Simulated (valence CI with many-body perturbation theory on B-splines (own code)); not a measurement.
The numbers below are computed, except where a source is named.
# Energy levels of Zr X

Level of theory: relativistic CI+MBPT: three valence electrons over a frozen Dirac-Fock core [Ar] 3d10, radial functions for each j: 11 s, 11 p, 10 d, 8 f, 5 g, 2 h, with the one-electron correlation potential Σ1, the two-electron term Σ2, the three-electron term Σ3, Breit, model QED; selected CI, second order for the rest, scaled by the run's own slope (own B-spline code, finite nucleus).

No measured levels were compared; by estimate levels hold to about 250 cm⁻¹ or 0.2 % of their energy and the worst to 1 %, as in measured heavy ions of charge 2 to 7; those with d or f electrons hold less well.

Levels 91 to 135 of 171, with energies above the lowest level, 4s²4p ²P°_1/2. "Leading %" is the weight of the configuration and term that name the level; weights of strongly mixed levels are sums over their largest components and can fall short. In the jj column 3d3/2^4 stands for four electrons in 3d with j = 3/2.

```
No.  Configuration  Term     J  E (cm⁻¹)  Leading %  Second component             Leading jj
 91         4s4p5p    ⁴D   3/2    832040         69    21 % 4s4p5p ²P  4s 4p1/2 5p1/2 (69 %)
 92         4s4p4f    ⁴G  11/2    834010         99                    4s 4p3/2 4f7/2 (99 %)
 93         4s4p4f    ²G   7/2    837830         58     19 % 4s4d² ²G  4s 4p1/2 4f7/2 (21 %)
 94         4s4p5p    ²P   3/2    838860         32    27 % 4s4p5p ⁴P  4s 4p1/2 5p3/2 (82 %)
 95         4s4p4f    ⁴D   7/2    839310         69     9 % 4s4p4f ⁴F  4s 4p1/2 4f7/2 (34 %)
 96         4s4p5p    ⁴P   1/2    839630         90                    4s 4p1/2 5p1/2 (53 %)
 97         4s4p5p    ⁴D   5/2    840340         62    23 % 4s4p4f ⁴D  4s 4p1/2 5p3/2 (46 %)
 98         4s4p5p    ²P   1/2    840710         63    24 % 4s4p5p ⁴D  4s 4p1/2 5p3/2 (44 %)
 99         4s4p4f    ²G   9/2    842620         58     26 % 4s4d² ²G  4s 4p3/2 4f5/2 (46 %)
100         4s4p4f    ⁴D   5/2    846200         59    20 % 4s4p5p ⁴D  4s 4p3/2 4f5/2 (31 %)
101         4s4p5p    ⁴P   3/2    846990         45    24 % 4s4p4f ⁴D  4s 4p1/2 5p3/2 (34 %)
102         4s4p4f    ⁴D   3/2    849250         64     9 % 4s4p5p ⁴D  4s 4p3/2 4f5/2 (50 %)
103         4s4p4f    ⁴D   1/2    850690         94                    4s 4p3/2 4f5/2 (94 %)
104         4s4p4f    ²F   5/2    853130         49     22 % 4p²4d ²F  4s 4p3/2 4f7/2 (25 %)
105         4s4p5p    ²D   3/2    853900         55    18 % 4s4p5p ⁴S  4s 4p3/2 5p1/2 (52 %)
106         4s4p5p    ⁴P   5/2    854040         66    15 % 4s4p5p ⁴D  4s 4p3/2 5p1/2 (66 %)
107         4s4p5p    ⁴D   7/2    855580         85     6 % 4s4p4f ²F  4s 4p3/2 5p3/2 (85 %)
108         4s4p4f    ²F   7/2    857960         42     20 % 4p²4d ²F  4s 4p3/2 4f7/2 (40 %)
109         4s4p5p    ⁴S   3/2    861110         62    17 % 4s4p5p ²P  4s 4p3/2 5p3/2 (79 %)
110         4s4p5p    ²D   5/2    865330         77    15 % 4s4p5p ⁴P  4s 4p3/2 5p3/2 (74 %)
111         4s4p4f    ²D   5/2    867030         37     24 % 4s4d² ²D  4s 4p3/2 4f7/2 (31 %)
112         4s4p4f    ²D   3/2    868460         34     28 % 4s4d² ⁴F  4s 4d3/2 4d5/2 (26 %)
113          4s4d²    ⁴F   3/2    870940         52    15 % 4s4p4f ⁴F      4s 4d3/2^2 (62 %)
114          4s4d²    ⁴F   5/2    871610         77    18 % 4s4p4f ⁴F  4s 4d3/2 4d5/2 (48 %)
115          4s4d²    ⁴F   7/2    872970         79    18 % 4s4p4f ⁴F  4s 4d3/2 4d5/2 (64 %)
116          4s4d²    ⁴F   9/2    874450         81    17 % 4s4p4f ⁴F      4s 4d5/2^2 (62 %)
117         4s4p5p    ²S   1/2    876720         71     16 % 4s4d² ⁴P  4s 4p3/2 5p3/2 (64 %)
118          4s4d²    ⁴P   1/2    877120         82    13 % 4s4p5p ²S      4s 4d3/2^2 (37 %)
119          4s4d²    ⁴P   3/2    877810         98                    4s 4d3/2 4d5/2 (90 %)
120          4s4d²    ⁴P   5/2    878820         97                    4s 4d3/2 4d5/2 (51 %)
121         4s4p4f    ²G   7/2    880840         56     18 % 4s4d² ²G  4s 4p1/2 4f7/2 (22 %)
122         4s4p4f    ²F   5/2    884760         64     26 % 4s4d² ²F  4s 4p3/2 4f5/2 (46 %)
123         4s4p4f    ²F   7/2    887670         47     26 % 4s4d² ²F  4s 4p3/2 4f7/2 (41 %)
124          4s²6s    ²S   1/2    889740         92     4 % 4s4p5p ²S         4s^2 6s (92 %)
125         4s4p4f    ²G   9/2    889890         80     11 % 4s4d² ²G  4s 4p3/2 4f7/2 (62 %)
126         4s4p4f    ²D   5/2    904450         42     29 % 4s4d² ²D  4s 4p3/2 4f7/2 (16 %)
127         4s4p5p    ²D   3/2    908130         48    12 % 4s4p4f ²D  4s 4p3/2 5p1/2 (48 %)
128         4s4p5p    ²P   1/2    909810         89     4 % 4s4p5p ²S  4s 4p3/2 5p1/2 (64 %)
129         4s4p4f    ²D   3/2    912170         23     22 % 4s4d² ²D  4s 4p3/2 5p1/2 (26 %)
130         4s4p5p    ²D   5/2    916490         84                    4s 4p3/2 5p3/2 (65 %)
131         4s4p5p    ²P   3/2    916730         66    24 % 4s4p5p ²D  4s 4p3/2 5p3/2 (73 %)
132          4s²5f   ²F°   7/2    920690         96                        4s^2 5f7/2 (96 %)
133          4s²5f   ²F°   5/2    920770         96                        4s^2 5f5/2 (96 %)
134         4s4p5p    ²S   1/2    926810         85     4 % 4s4p5p ²P  4s 4p3/2 5p3/2 (64 %)
135         4s4p4f    ²D   3/2    926850         66     19 % 4s4d² ²D  4s 4p3/2 4f5/2 (48 %)
```

Names give the largest LS component (configuration and term), which can be under half, so a name can repeat, a term be missing and a line seem to break the LS rules; names also repeat where a configuration has a term twice.

Where two levels of one J and parity lie close, their mixing, g and order are uncertain.
